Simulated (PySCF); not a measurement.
**Ionisation energy of Ta⁶⁴⁺ by level of theory**

Ta⁶⁴⁺ [He] 2s2 2p5 [2p1/2^2 2p3/2^3, M_J = 3/2] → Ta⁶⁵⁺ [He] 2s2 2p4 [2p1/2^2 2p3/2^2, M_J = 2], as a difference of total energies. Calculation: PySCF 2.14, in an uncontracted even-tempered set (17 s from 48 bohr⁻², ratio 2.4; 13 p from 62 bohr⁻², ratio 2.4; 5 d from 220 bohr⁻², ratio 2.6; 4 f from 320 bohr⁻², ratio 2.6); the two-component X2C-1e Hamiltonian. Correlated levels: nothing frozen; the 30 highest virtual spinors dropped. "Screened" scales the spin-orbit matrix elements by Boettger's factors to mimic the two-electron term; Breit and QED terms are absent.

| method | ionisation energy (eV) |
| --- | --- |
| GHF (spin-free) | 15854.7 |
| GMP2 (spin-free) | 15856.4 |
| GHF (screened spin-orbit) | 15478.7 |
| GMP2 (screened spin-orbit) | 15480.4 |

For this ion Breit and QED terms and the two-electron picture change, all absent here, outweigh the correlation shift from GHF to GMP2.

The spin-free rows relax to the high-spin LS determinant and lack the spin-orbit shift.

The labels give the starting determinants; with spin-orbit coupling the two ends relaxed to ⟨J²⟩ = 3.75, ⟨L²⟩ = 2.02, ⟨S²⟩ = 0.77 and ⟨J²⟩ = 6.00, ⟨L²⟩ = 3.30, ⟨S²⟩ = 1.38.

For comparison: 15461 ± 24 eV (theoretical estimate listed by NIST; NIST Atomic Spectra Database, ionization energies).
